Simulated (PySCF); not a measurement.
Si(F)(OH), SMILES O[Si]F, PBE0/def2-SVP optimised geometry.

```
4

Si    -0.67    -1.12     0.00
F      0.97    -1.12     0.00
O     -0.97     0.51     0.00
H     -0.22     1.12     0.00
```

Density from PySCF with PBE0/def2-TZVP at that geometry.

Minimum of the electron density along straight lines between bonded atoms, close to the bond critical point (lines longer than 1.1 times the sum of covalent radii, or with two minima, are not listed):

| bond | length / Å | ρ at the minimum / e bohr⁻³ | ∇²ρ there / e bohr⁻⁵ | position (fraction from the first atom) |
|---|---|---|---|---|
| Si1–F2 | 1.645 | [?] | 0.82 | 0.42 |
| Si1–O3 | 1.656 | 0.135 | 0.79 | 0.41 |
| O3–H4 | 0.967 | [?] | [?] | 0.81 |

### Question
Complete the blanks.

### Answer

- Si1–F2, ρ at the minimum / e bohr⁻³: 0.124
- O3–H4, ρ at the minimum / e bohr⁻³: 0.349
- O3–H4, ∇²ρ there / e bohr⁻⁵: -2.38
